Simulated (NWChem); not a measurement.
Program: NWChem. System: I2Sn, charge 0, spin multiplicity 1, at a geometry optimised with PBE0/def2-SVP with def2 effective core potentials on Sn, I. The structure started from a generated list of species. Level: PBE0/def2-QZVP with def2 effective core potentials on Sn, I.

NWChem printed:

```
             Northwest Computational Chemistry Package (NWChem) 7.3.0
             --------------------------------------------------------

                                NWChem Input Module
                                -------------------

 Scaling coordinates for geometry "geometry" by  1.889725989
 (inverse scale =  0.529177249)

 Turning off AUTOSYM since
 SYMMETRY directive was detected!

                             Geometry "geometry" -> ""
                             -------------------------

 Output coordinates in angstroms (scale by  1.889725989 to convert to a.u.)

  No.       Tag          Charge          X              Y              Z
 ---- ---------------- ---------- -------------- -------------- --------------
    1 Sn                  50.0000     0.00000000     0.00000000     1.18799700
    2 I                   53.0000    -2.11614000     0.00000000    -0.56037600
    3 I                   53.0000     2.11614000     0.00000000    -0.56037600

 Effective nuclear repulsion energy (a.u.)    1372.9573907043

            Nuclear Dipole moment (a.u.)
            ----------------------------
        X                 Y               Z
 ---------------- ---------------- ----------------
     0.0000000000     0.0000000000    -0.0000113384

      Symmetry information
      --------------------

 Group name             C2v
 Group number             16
 Group order               4
 No. of unique centers     2

      Symmetry unique atoms

     1    2


 Summary of "ao basis" -> "" (spherical)
 ------------------------------------------------------------------------------
       Tag                 Description            Shells   Functions and Types
 ---------------- ------------------------------  ------  ---------------------
 *                         def2-qzvp                  on all atoms

                                 NWChem DFT Module
                                 -----------------

 Summary of "ao basis" -> "ao basis" (spherical)
 ------------------------------------------------------------------------------
       Tag                 Description            Shells   Functions and Types
 ---------------- ------------------------------  ------  ---------------------
 Sn                        def2-qzvp                22       82   7s6p4d4f1g
 I                         def2-qzvp                22       82   7s6p4d4f1g

 Summary of "ao basis" -> "ao basis" (spherical)
 ------------------------------------------------------------------------------
[...]
 Vector   35  Occ=2.000000D+00  E=-2.718785D-01  Symmetry=b1
              MO Center= -4.4D-13, -2.3D-15, -5.0D-01, r^2= 6.7D+00
   Bfn.  Coefficient  Atom+Function         Bfn.  Coefficient  Atom+Function
  ----- ------------  ---------------      ----- ------------  ---------------
   102      0.295788  2 I  px               184      0.295788  3 I  px
    99      0.256452  2 I  px               181      0.256452  3 I  px
   104     -0.208945  2 I  pz               186      0.208945  3 I  pz
    90     -0.191840  2 I  px               172     -0.191840  3 I  px
   101     -0.177167  2 I  pz               183      0.177167  3 I  pz

 Vector   36  Occ=2.000000D+00  E=-2.663414D-01  Symmetry=a1
              MO Center= -6.2D-13,  1.0D-14,  6.1D-02, r^2= 6.6D+00
   Bfn.  Coefficient  Atom+Function         Bfn.  Coefficient  Atom+Function
  ----- ------------  ---------------      ----- ------------  ---------------
   104     -0.319174  2 I  pz               186     -0.319174  3 I  pz
     6      0.299478  1 Sn s                101     -0.265461  2 I  pz
   183     -0.265461  3 I  pz                92      0.200983  2 I  pz
   174      0.200983  3 I  pz                 3     -0.191117  1 Sn s
     5      0.188828  1 Sn s                  7      0.186839  1 Sn s

 Vector   37  Occ=0.000000D+00  E=-1.225685D-01  Symmetry=b2
              MO Center=  2.2D-14, -2.1D-15,  9.5D-01, r^2= 4.6D+00
   Bfn.  Coefficient  Atom+Function         Bfn.  Coefficient  Atom+Function
  ----- ------------  ---------------      ----- ------------  ---------------
    21      0.456162  1 Sn py                18      0.378076  1 Sn py
     9     -0.267400  1 Sn py                24      0.195790  1 Sn py
   103     -0.143944  2 I  py               185     -0.143944  3 I  py
   100     -0.142091  2 I  py               182     -0.142091  3 I  py
    15      0.135118  1 Sn py               106     -0.133212  2 I  py

 Vector   38  Occ=0.000000D+00  E=-5.667016D-02  Symmetry=a1
              MO Center= -8.4D-14, -2.4D-15,  7.7D-01, r^2= 7.4D+00
   Bfn.  Coefficient  Atom+Function         Bfn.  Coefficient  Atom+Function
  ----- ------------  ---------------      ----- ------------  ---------------
    22      0.551293  1 Sn pz                25      0.480168  1 Sn pz
    89      0.451565  2 I  s                171      0.451565  3 I  s
     6     -0.428029  1 Sn s                  7     -0.392844  1 Sn s
   105      0.363912  2 I  px               187     -0.363912  3 I  px
    19      0.296111  1 Sn pz                10     -0.212822  1 Sn pz

 Vector   39  Occ=0.000000D+00  E=-4.647321D-02  Symmetry=b1
              MO Center= -9.7D-15,  1.7D-16,  8.8D-01, r^2= 7.2D+00
   Bfn.  Coefficient  Atom+Function         Bfn.  Coefficient  Atom+Function
  ----- ------------  ---------------      ----- ------------  ---------------
    20      0.688589  1 Sn px                23      0.563961  1 Sn px
    89      0.486311  2 I  s                171     -0.486311  3 I  s
   107      0.335054  2 I  pz               189     -0.335054  3 I  pz
    17      0.305422  1 Sn px                 8     -0.229058  1 Sn px
   105      0.229468  2 I  px               187      0.229468  3 I  px

 center of mass
 --------------
 x =   0.00000000 y =   0.00000000 z =  -0.01096558

 moments of inertia (a.u.)
 ------------------
         878.787107773779           0.000000000000           0.000000000000
           0.000000000000        4937.417013778257           0.000000000000
           0.000000000000           0.000000000000        4058.629906004478

     Multipole analysis of the density
     ---------------------------------

     L   x y z        total         alpha         beta         nuclear
     -   - - -        -----         -----         ----         -------
     0   0 0 0     -0.000000    -36.000000    -36.000000     72.000000

     1   1 0 0     -0.000000     -0.000000     -0.000000      0.000000
     1   0 1 0      0.000000      0.000000      0.000000      0.000000
     1   0 0 1      1.020227      2.289164      2.289164     -3.558101

     2   2 0 0    -62.315411   -430.942685   -430.942685    799.569959
     2   1 1 0     -0.000000     -0.000000     -0.000000      0.000000
     2   1 0 1      0.000000      0.000000      0.000000      0.000000
     2   0 2 0    -56.719647    -28.359824    -28.359824      0.000000
     2   0 1 1     -0.000000     -0.000000     -0.000000      0.000000
     2   0 0 2    -56.076112   -111.512531   -111.512531    166.948950

 Task  times  cpu:      146.9s     wall:      146.9s

 Total times  cpu:      147.0s     wall:      147.0s
```

Question: Write an NWChem input that would produce this output.

Answer: Several could match; the one computed here: 
```
start mol
memory heap 200 mb stack 900 mb global 1100 mb
geometry units angstroms nocenter noautoz
  Sn     0.000000     0.000000     1.187997
  I     -2.116140     0.000000    -0.560376
  I      2.116140     0.000000    -0.560376
  symmetry group C2v
end
basis spherical
  * library def2-qzvp
end
ecp
  Sn library def2-ecp
  I library def2-ecp
end
dft
  xc pbe0
  semidirect memsize 60000000 filesize 0
  iterations 100
end
task dft energy
```
